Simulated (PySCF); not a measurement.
**Question.** What does the GFN2-xTB structure of InChI=1S/C7H5/c1-2-4-7-5-6(7)3-1/h1-3H,5H2 look like in three dimensions? (Doublet state.)

**Answer.** 
```
atom  x, y, z in Å
C1    -0.3483   -1.6013    0.1781
C2    -1.5441   -0.8852    0.0999
C3    -1.5343    0.4902   -0.0548
C4    -0.3292    1.2199   -0.1386
C5     0.7962    0.4794   -0.0573
C6     0.7881   -0.9200    0.0996
C7     2.0972   -0.2294    0.0201
H8    -2.4874   -1.4073    0.1604
H9    -2.4730    1.0214   -0.1130
H10   -0.3414    2.2938   -0.2591
H11    2.6873   -0.3322   -0.8849
H12    2.6901   -0.1300    0.9236
```

Any rigid rotation of these coordinates is as good. Atoms count from 1 in this order. C4 (carbon bonded to 2 C and H) is planar (angles 124.1°, 120.7° and 115.1°, sum 360.0°, 0.00 Å off the plane of its three neighbours). C1 (carbon bonded to 2 C) is bent (angle 117.8°). The 7 heavy atoms lie in one plane (0.000 Å rms). The 6-membered ring C1–C2–C3–C4–C5–C6 has internal angles of 115.1° to 123.2° (sum 720°, against 720° for a flat polygon); it is planar, 0.00 Å rms from its mean plane, widest ring torsion 0°.

Bonds between heavy atoms (Å): C1–C2 1.396, C2–C3 1.384, C3–C4 1.411, C4–C5 1.350, C5–C6 1.408, C6–C7 1.482, C1–C6 1.327, C5–C7 1.484.

Computed geometry: GFN2-xTB, gas phase. This method treats the open shell by occupation alone, without spin polarisation.

Point group: Cs (every atom within 0.08 Å of its image). Whether it is a minimum is left open (no frequencies).
